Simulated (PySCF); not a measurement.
# Identify the compound

Molecular formula: C$_{6}$H$_{2}$ClF$_{3}$O$_{2}$. Simulated spectra:

1H NMR (400 MHz, computed): δ 8.02 (m, 1H), 7.92 (m, 1H).

13C{1H} NMR (computed): δ 164.4 (C), 152.8 (CH), 152.4 (C), 130.7 (C), 130.7 (C), 127.4 (CH).

One computed conformer, gas phase, non-relativistic Hamiltonian, averaged over atoms made equivalent by symmetry, fast rotation or ring inversion. σ from GIAO-PBE0/pcSseg-1; GFN2-xTB structure; PySCF 2.14.0 with density-fitted response routines.

Shifts are taken against calculated references (same method and geometry level): 1H, 13C vs TMS.

Propose a structure and justify it.

Answers


- The formula gives 4 degrees of unsaturation (1 ring in the answer).
- 6 carbon signals for 6 carbons: no two carbons are equivalent.
- Carbon types of the structure: 4 × C, 2 × CH, which accounts for all hydrogens.
- δC 164.4: carbonyl carbon.
- δC 152.8: aromatic CH next to the ring oxygen.
- δC 152.4: substituted aromatic carbon next to the ring oxygen.
- δC 130.7: CF3 carbon; 3 electronegative neighbours deshield it.
- δC 130.7: substituted aromatic carbon.
- δC 127.4: aromatic CH; the aromatic region.
- δH 7.92: hydrogen on an aromatic CH; ring current plus the deshielding of an ortho carbonyl group.

Structure: SMILES O=C(Cl)c1cc(C(F)(F)F)co1.

The data come from this structure; uniqueness wasn't tested.

Carbons that carry Cl, above all several Cl atoms, come out too deshielded, partly because spin–orbit coupling is missing. Splittings by 19F in the carbon and heteronuclear signals aren't shown, as no couplings were computed. Shifts are as computed. Against solution values, carbons near 30 ppm lie about +3 ppm off and those near 130 ppm about +5 ppm; carbons on Cl a further +6 ppm. Of 1211 compounds with measured shifts, 218 miss one by over three times the rms of a fit or turn the order of signals round; such compounds aren't used in these exercises. No couplings were computed; multiplicities are counted from neighbouring protons, with m where these are inequivalent, close in shift, in a saturated or five-membered ring or joined by F or P, and br s for small geminal =CH2 splittings.
